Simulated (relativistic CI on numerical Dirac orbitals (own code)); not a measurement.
**Forbidden transitions in Er XXXIV**

These numbers are calculated, not measured: Dirac-Coulomb-Breit CI, orbitals from a KLI potential per configuration, QED by a radiative potential, unscaled Slater integrals (own radial code, finite nucleus).

CI space (outside the closed core [Ar] 3d10): 4s²4p⁵, 4s4p⁶, 4s²4p⁴4d, 4s4p⁵4d, 4s²4p⁴4f, 4s4p⁵4f, 4p⁶4d, 4s4p⁴4d², 4s²4p³4d4f, 4p⁶4f, 4p⁵4d², 4p⁴4d³, 4p⁴4d²4f. Double excitations out of closed p, d and f shells are left out; levels of such configurations are missing from the list, as are those of other unlisted configurations, and high levels can miss mixing partners.

```tsv
λ vac (Å)	Lower	Upper	Type	A (s⁻¹)	log gf
45.831	4s²4p⁴4d ⁴F9/2 [10]	4s4p⁴4d² ⁶G13/2 [98]	E2	5.67e+06	-4.60
45.949	4s²4p⁴4d ⁴F7/2 [6]	4s4p⁴4d² ⁶G9/2 [87]	E2	8.36e+06	-4.58
88.759	4s²4p⁵ ²P°3/2 [1]	4s²4p⁴4d ²F7/2 [9]	M2	4.91e+03	-7.33
90.305	4s²4p⁴4f ⁴G°11/2 [48]	4s²4p³4d4f ⁴I15/2 [174]	M2	2.81e+03	-7.26
94.615	4s²4p⁵ ²P°3/2 [1]	4s²4p⁴4d ⁴F7/2 [6]	E3	1.64e+01	-9.75
94.615	4s²4p⁵ ²P°3/2 [1]	4s²4p⁴4d ⁴F7/2 [6]	M2	1.72e+02	-8.73
183.36	4s²4p⁴4d ²F7/2 [9]	4s²4p⁴4d ²F7/2 [25]	M1	2.31e+05	-5.03
183.73	4s²4p⁴4d ⁴D5/2 [5]	4s²4p⁴4d ⁴F7/2 [19]	M1	4.10e+04	-5.78
187.20	4s²4p⁴4d ⁴F9/2 [10]	4s²4p⁴4d ²F7/2 [25]	M1	6.88e+05	-4.54
200.31	4s²4p⁴4d ²F7/2 [9]	4s²4p⁴4d ²G9/2 [22]	M1	1.76e+05	-4.97
201.26	4s²4p⁴4d ⁴D5/2 [5]	4s²4p⁴4d ²G7/2 [18]	M1	1.22e+05	-5.23
204.90	4s²4p⁴4d ⁴F9/2 [10]	4s²4p⁴4d ²G9/2 [22]	E2	2.30e+04	-5.84
204.90	4s²4p⁴4d ⁴F9/2 [10]	4s²4p⁴4d ²G9/2 [22]	M1	7.79e+05	-4.31
210.86	4s²4p⁴4d ⁴F7/2 [6]	4s²4p⁴4d ²G7/2 [18]	E2	2.19e+04	-5.93
210.86	4s²4p⁴4d ⁴F7/2 [6]	4s²4p⁴4d ²G7/2 [18]	M1	7.43e+05	-4.40
212.30	4s²4p⁵ ²P°3/2 [1]	4s²4p⁵ ²P°1/2 [2]	E2	5.48e+04	-6.13
212.30	4s²4p⁵ ²P°3/2 [1]	4s²4p⁵ ²P°1/2 [2]	M1	1.85e+06	-4.60
221.28	4s²4p⁴4d ²F7/2 [9]	4s²4p⁴4d ⁴F7/2 [19]	M1	5.06e+05	-4.53
225.63	4s²4p⁴4d ²D5/2 [11]	4s²4p⁴4d ²F7/2 [25]	M1	1.74e+05	-4.97
226.90	4s²4p⁴4d ⁴F9/2 [10]	4s²4p⁴4d ⁴F7/2 [19]	M1	7.24e+05	-4.35
247.22	4s²4p⁴4d ²F7/2 [9]	4s²4p⁴4d ²G7/2 [18]	M1	2.76e+04	-5.69
254.14	4s²4p⁴4d ²D5/2 [14]	4s²4p⁴4d ²F7/2 [25]	M1	4.41e+04	-5.47
285.92	4s²4p⁴4d ²D5/2 [11]	4s²4p⁴4d ⁴F7/2 [19]	M1	8.59e+04	-5.07
333.28	4s²4p⁴4d ²D5/2 [14]	4s²4p⁴4d ⁴F7/2 [19]	M1	3.01e+05	-4.40
347.93	4s4p⁴4d² ⁶G13/2 [98]	4s²4p³4d4f ⁴I15/2 [174]	M1	2.95e+02	-7.07
1082.8	4s²4p⁴4d ⁴D5/2 [5]	4s²4p⁴4d ²F7/2 [9]	M1	5.63e+03	-5.10
1235.7	4s²4p⁴4d ⁴F7/2 [6]	4s²4p⁴4d ⁴F9/2 [10]	M1	6.33e+03	-4.84
1434.0	4s²4p⁴4d ⁴F7/2 [6]	4s²4p⁴4d ²F7/2 [9]	M1	1.77e+03	-5.36
1626.3	4s²4p³4d4f ⁴I13/2 [151]	4s²4p³4d4f ⁴I15/2 [174]	M1	5.93e+03	-4.42
4420.6	4s²4p⁴4d ⁴D5/2 [5]	4s²4p⁴4d ⁴F7/2 [6]	M1	1.06e+02	-5.61
```

Terms are leading LS components. Brackets give the number of a level in order of energy, since labels repeat. The list gives strong lines, with weight on those to low levels, among the lowest 200 of 2132 levels, so that lines to higher ones, which can be the strongest, are missing. Levels whose partners in the same complex of configurations lie outside the list can be far off, and so can their lines. Rates are taken at the computed energies, electric ones in the length gauge.

At this charge energies of transitions that change n are usually good to better than 1 %, and those within a shell (Δn = 0) to a few per cent.

LS names give the leading component of a level, which can be under half, so a name can repeat, a term be missing and a line seem to break the LS rules.
